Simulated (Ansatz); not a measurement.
Total energies of Sn26H31Br, a nanocrystal cut from the lattice of tin (1 of the caps Br) from Ansatz at B3LYP-D4/def2-SVP, gas phase (1 Eh = 27.2114 eV = 2625.5 kJ/mol). The reference geometry is relaxed at r2SCAN-D4/def2-SVP.

```xyz
58

Sn    1.9114    4.9080    0.9108
Sn   -2.2696    4.1120    2.6842
Sn    3.2190    3.0129   -3.0451
Sn    0.2737    0.2934   -5.3605
Sn    5.0431    1.5853    0.8758
Sn    0.8308    0.7585    2.5106
Sn    2.1147   -1.1321   -1.4008
Sn    3.9842   -2.6086    2.5272
Sn   -0.9943    2.1879   -1.3857
Sn   -5.0160    1.6077    0.3141
Sn   -3.9238   -0.4918   -3.7179
Sn   -2.0205   -1.9466    0.2638
Sn   -0.1772   -3.4327    4.1848
Sn   -3.3443   -0.0786    4.2608
Sn    1.0991   -5.3134    0.2272
Sn   -0.8117   -3.8325   -3.7338
Sn    4.0716    3.8214   -0.5030
Sn   -0.1630    3.0279    1.1683
Sn   -4.3099    2.2107    2.9632
Sn    1.1693    1.1033   -2.8223
Sn   -1.7755   -1.6039   -5.1323
Sn    3.0275   -0.3554    1.1461
Sn   -1.1849   -1.1795    2.8386
Sn    0.1065   -3.0928   -1.1820
Sn    1.9730   -4.5422    2.7739
Sn   -3.0345    0.2603   -1.1621
Br   -4.9578    3.9224   -0.7755
H     1.3181    6.3102    0.1050
H     2.4264    5.4048    2.4785
H    -1.6532    4.5174    4.2443
H    -2.8656    5.5561    1.9706
H     2.6471    4.3675   -3.9430
H     4.5398    2.3429   -3.9260
H     1.5878   -0.3771   -6.2510
H    -0.2885    1.6631   -6.2415
H     5.6063    2.0417    2.4390
H     6.3838    0.9013    0.0366
H     1.3589    1.2445    4.0861
H     3.4422   -1.8234   -2.2704
H     4.5431   -2.1379    4.0877
H     5.3366   -3.2616    1.6820
H    -1.5867    3.5420   -2.2747
H    -6.6432    1.0942    0.0538
H    -4.5453    0.8895   -4.5342
H    -5.2083   -1.6300   -3.5725
H    -3.2852   -3.1196    0.4143
H     0.3213   -2.9735    5.7690
H    -1.4383   -4.5928    4.3681
H    -2.8333    0.3476    5.8501
H    -4.6002   -1.2466    4.4296
H     2.3965   -6.0186   -0.6604
H    -0.1338   -6.5099    0.3585
H     0.4752   -4.5687   -4.6117
H    -2.0529   -5.0167   -3.5698
H     5.3249    5.0031   -0.6525
H    -5.6856    2.8589    3.7826
H    -2.3075   -2.0914   -6.7036
H     2.5787   -5.9190    3.6267
```

```csv
state,geometry,energy (Eh)
charge 0 singlet,reference,-8167.04065
charge 1 doublet,reference,-8166.77179
charge -1 doublet,reference,-8167.10971
free Sn atom (triplet),–,-214.32235
free Br atom (doublet),–,-2573.82654
free H atom (doublet),–,-0.50126
```

In the def2 sets Sn takes a core potential; there is no spin–orbit coupling. B3LYP takes the VWN-RPA correlation. Single mean-field runs in def2-SVP are fitted with def2-universal-jkfit.

**Question.** Work out the vertical ionisation energy to the doublet.

**Answer.** E(charge 1 doublet) − E(charge 0 singlet) = -8166.77179 − (-8167.04065) = 0.26886 Eh = 7.32 eV. For comparison, −ε of the highest occupied level is 6.33 eV at this level, 0.99 eV less.

**Question.** Work out the vertical electron affinity, to the doublet.

**Answer.** E(charge 0 singlet) − E(charge -1 doublet) = -8167.04065 − (-8167.10971) = 0.06906 Eh = 1.88 eV. The basis lacks diffuse functions, which makes affinities too small.

**Question.** Give the fundamental gap IE − EA, the Mulliken electronegativity (IE + EA)/2 and the hardness (IE − EA)/2.

**Answer.** From the values in Eh: IE − EA = 0.26886 − 0.06906 = 0.19980 Eh = 5.44 eV; (IE + EA)/2 = 4.60 eV; (IE − EA)/2 = 2.72 eV. The HOMO–LUMO gap of the same run is 3.70 eV, 1.74 eV smaller than the fundamental gap.

**Question.** What is the binding energy per atom against free atoms?

**Answer.** Atoms: 26 × (-214.32235) + 1 × (-2573.82654) + 31 × (-0.50126) = -8161.74670 Eh. Binding: -8161.74670 − (-8167.04065) = 5.29395 Eh = 144.06 eV, or 2.48 eV for each of 58 atoms (no zero-point energy, no counterpoise term).
